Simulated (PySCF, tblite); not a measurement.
Isomers of C8H10FOP, one GFN2-xTB conformer each. Single-point energies are computed at PBE0/pcSseg-1 (PySCF, gas phase, no added dispersion term), electronic only.

Question: Rank them by PBE0/pcSseg-1 energy, lowest first (kcal/mol).
A. `[CH2:1]=[CH:2][C:3]1=[C:4]([CH3:5])[P@@H:6](=[O:7])[C:8]([CH3:9])=[C:10]1[F:11]` with C1–C2–C3–C4 159°
B. `[CH3:1][CH2:2][P@H:3](=[O:4])[c:5]1[cH:6][cH:7][cH:8][cH:9][c:10]1[F:11]` with C1–C2–P3–O4 -56°, C2–P3–C5–C6 119°

Answer: B (0.0), A (38.3).

As drawn, the lower has an aromatic ring, which the higher lacks; the higher has a C=C bond outside aromatic rings, which the lower lacks. GFN2-xTB itself gives, in the same order: 0.0, 33.5. Both levels put the same isomer lowest.

Q: Which frontier levels, dipoles and rotational constants go with these structures?

A: 
```json
{"SMILES": "CC[P@H](=O)c1ccccc1F", "HOMO (eV, PBE0/pcSseg-1)": "-7.60", "LUMO (eV)": "-1.09", "dipole (D)": "3.52", "A, B, C (MHz)": "1835, 655.5, 524.1"}
{"SMILES": "C=CC1=C(C)[P@@H](=O)C(C)=C1F", "HOMO (eV, PBE0/pcSseg-1)": "-6.63", "LUMO (eV)": "-2.20", "dipole (D)": "3.68", "A, B, C (MHz)": "1289, 896.2, 547.2"}
```

Q: What happens when harmonic zero-point energies from GFN2-xTB frequencies are added?

A: 
```tsv
SMILES	ZPE (kcal/mol)	electronic (kcal/mol)	with ZPE (kcal/mol)
CC[P@H](=O)c1ccccc1F	99.5	0.0	0.0
C=CC1=C(C)[P@@H](=O)C(C)=C1F	98.0	38.3	36.7
```

The zero-point energies span 1.5 kcal/mol. The order is unchanged.
